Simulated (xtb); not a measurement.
Input for xtb: GFN1-xTB on HIN2 (a complex), monomers drawn apart or pushed together.

```
$ xtb mol.xyz --gfn 1 --sp --chrg 0 --uhf 0
4

N      0.10168156     0.11003442    -1.00507190
N      0.21013912     0.11946585     0.08007301
I      0.53461727     0.16279237     4.67909990
H      0.45015882     0.14655798     3.06623030
```

The head of its log:

```
[...]
           -------------------------------------------------
          |                Calculation Setup                |
           -------------------------------------------------



molecular fragmentation (1/2 indicates fragments):
1122
# atoms in fragment 1/2:     2     2
 fragment masses (1/2) :       28.01      127.91
CMA distance (Bohr)    :   9.719
constraining FC (au)   :  0.0500

           -------------------------------------------------
          |                 G F N 1 - x T B                 |
           -------------------------------------------------

        Reference                      10.1021/acs.jctc.7b00118
      * Hamiltonian:
        H0-scaling (s, p, d)           1.850000    2.250000    2.000000
        zeta-weighting                 0.000000
      * Dispersion:
        s8                             2.400000
        a1                             0.630000
        a2                             5.000000
        s9                             0.000000
      * Repulsion:
        kExp                           1.500000
        rExp                           1.000000
      * Coulomb:
        alpha                          2.000000
        third order                    atomic
        anisotropic                    false
      * Halogen bond correction:
        rad-scale                      1.300000
        damping                        0.440000


          ...................................................
          :                      SETUP                      :
          :.................................................:
          :  # basis functions                  20          :
          :  # atomic orbitals                  19          :
          :  # shells                            9          :
          :  # electrons                        18          :
          :  # halogen bonds                     2          :
          :  max. iterations                   250          :
          :  Hamiltonian                  GFN1-xTB          :
          :  restarted?                      false          :
          :  GBSA solvation                  false          :
          :  PC potential                    false          :
          :  electronic temp.          300.0000000     K    :
          :  accuracy                    1.0000000          :
          :  -> integral cutoff          0.2500000E+02      :
          :  -> integral neglect         0.1000000E-07      :
          :  -> SCF convergence          0.1000000E-05 Eh   :
          :  -> wf. convergence          0.2000000E-04 e    :
          :  Broyden damping             0.4000000          :
          :  net charge                          0          :
          :  unpaired electrons                  0          :
          ...................................................

 iter      E             dE          RMSdq      gap      omega  full diag
   1    -10.9209040 -0.109209E+02  0.365E+00    4.98       0.0  T
   2    -10.9242246 -0.332067E-02  0.214E+00    5.34       1.0  T
```

**Question.** Predict the final total energy.

**Answer.** -10.8281 hartree.
